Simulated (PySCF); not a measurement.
## Spinor energies of Sn³⁴⁺ (tin, charge +34)

Start: [Ne] 3s2 3p4; 3p1/2 filled at m_j = -1/2, +1/2; 3p3/2 filled at m_j = +1/2, +3/2. Calculated with PySCF 2.14 in an uncontracted even-tempered set (19 s from 6.2 bohr⁻², ratio 2.4; 14 p from 8.1 bohr⁻², ratio 2.4; 5 d from 31 bohr⁻², ratio 2.6; 4 f from 47 bohr⁻², ratio 2.6): generalised Hartree-Fock with the X2C-1e Hamiltonian and a Gaussian nucleus; one run each with spin-orbit coupling (SO) switched off, then screened by Boettger's factors.

```
spinor shell  electrons  ε, spin-free (eV)  ε, screened SO (eV)  weight of nominal j (screened SO)  rms radius, screened SO (bohr)
       1s1/2          2           -31224.2             -31219.8                              1.000                          0.0333
       2s1/2          2            -6327.4              -6325.5                              1.000                           0.134
       2p1/2          2            -5869.2              -6034.6                              1.000                           0.115
       2p3/2          4            -5869.2              -5791.9                              1.000                           0.120
       3s1/2          2            -2392.0              -2391.2                              1.000                           0.326
       3p1/2          2            -2249.8              -2284.7                              0.991                           0.314
       3p3/2          2            -2249.8              -2232.2                              0.994                           0.322
```

| quantity | spin-free | screened SO |
| --- | --- | --- |
| E (hartree) | -5261.06485 | -5263.72534 |
| M_J | 2 | 2 |
| ⟨J²⟩ | 6.001 | 6.003 |
| ⟨L²⟩ | 2.001 | 3.061 |
| ⟨S²⟩ | 2.000 | 1.481 |

Each row is a mean over spinors that exchange with the open shell spreads, by up to 25.855 eV (3s1/2).

Breit and QED terms are absent; they matter most for the inner s and p1/2 levels.

Densities and radii are taken from the X2C orbitals without a picture-change correction, which distorts them close to the nucleus.

Without spin-orbit coupling the j labels of p, d and f shells carry no meaning; the spin-free column gives the mean over the occupied spinors of each nl shell.
